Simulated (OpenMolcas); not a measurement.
# Tm2+: ligand-field states by method

Tm2+ with 8 ligands (fluoride) in square antiprismatic coordination (D4d) at 2.47 Å, a polar angle of 55.6° against the regular 57.3°. A charge of +0.75 e stands 2.4 Å behind each ligand. Ligand basis ANO-RCC-VDZP.
```
Tm    0.0000    0.0000    0.0000
F     1.8825    0.7797    1.3961
F    -0.7797    1.8825    1.3961
F    -1.8825   -0.7797    1.3961
F     0.7797   -1.8825    1.3961
F     1.8825   -0.7797   -1.3961
F     0.7797    1.8825   -1.3961
F    -1.8825    0.7797   -1.3961
F    -0.7797   -1.8825   -1.3961
```

```
Program             : OpenMolcas
Basis               : ANO-RCC-VDZP [7s6p4d2f1g]
Scalar Hamiltonian  : DKH2, point nucleus
Active space        : 13 electrons in 7 orbitals (4f)
State averaging     : 2S+1 = 2 odd, 7 roots
Spin-orbit coupling : RASSI with atomic mean-field integrals over the reference wave functions
```

I. CASSCF
II. SS-CASPT2, IPEA 0.25 Eh, imaginary shift 0.1 Eh (closed shells correlated: 5s 5p and the ligand valence shells)

Spin-free states in cm-1, each column counted from its own energy of the first state listed:

```csv
State,Degeneracy,I,II
2S+1 = 2,2,0,0
2S+1 = 2,2,114,80
2S+1 = 2,2,225,190
2S+1 = 2,1,247,260
```

With spin-orbit coupling the lowest J multiplet is 229 (I), 226 (II) cm-1 wide, a factor of 0.99 from I to II.

χT at 300 K: I 2.53, II 2.54 cm3 K/mol.

Over all roots computed the reference weight is 0.62 in II; a low but even weight reflects the number of correlated electrons. Without dynamic correlation the ligand-field splitting of an f shell can come out too small, at times by half (holds for I). Splittings of an f shell from a small cluster at a set distance can be off by tens of per cent, mostly too small (holds for II). No measured value stands beside these numbers; the geometry was imposed, not optimised, and the real ion may take another.
